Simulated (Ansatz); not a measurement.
Born–Oppenheimer molecular dynamics of GaH$_{3}$Se (5 atoms, charge 0, multiplicity 1). It starts at the highest image of a converged band. Of that band: Neighbouring images differ by up to 2.1 eV, so the band resolves the path poorly. A vibrational analysis at the climbing image gives one clearly imaginary mode, 761i cm⁻¹: a first-order saddle point.

Level of theory: UKS revPBE/def2-mTZVP (Ansatz).

- ensemble: NVE (velocity Verlet)
- time step: 0.5 fs
- steps asked: 200
- starting velocities drawn for: 100 K
- seed: 6404

First frame:

```xyz
5
Properties=species:S:1:pos:R:3
Ga -0.833 -1.076 0.006
Se 0.165 1.546 -0.287
H -0.195 -1.482 1.422
H -0.590 -0.052 -1.262
H 1.504 0.991 0.079
```

**Question.** How far do the bonds stretch over the last three quarters of this one trajectory? (Pairs bonded in most of those frames.)

**Answer.** 
```csv
bond,mean (Å),spread (Å),shortest,longest
Ga1–Se2,2.486,0.256,2.12,2.84
Ga1–H3,1.628,0.059,1.50,1.73
Ga1–H4,1.631,0.063,1.51,1.76
Se2–H5,1.502,0.007,1.49,1.52
```

Mean temperature of the second half: 2972 K. The conserved energy stayed within 0.2 meV per atom of its start (net change -0.12 meV per atom), so the integration is sound. The system heated up, since it started high on the potential surface and ran downhill. A run of 0.1 ps of so small a system gives no equilibrium averages. The orbitals stay closed-shell, which can raise the energy where a bond breaks towards radicals; this wasn't checked here.

Time of the run: 4.4 min on 2 threads of Arm Neoverse V2, with other jobs on the host, peak memory 0.16 GiB.
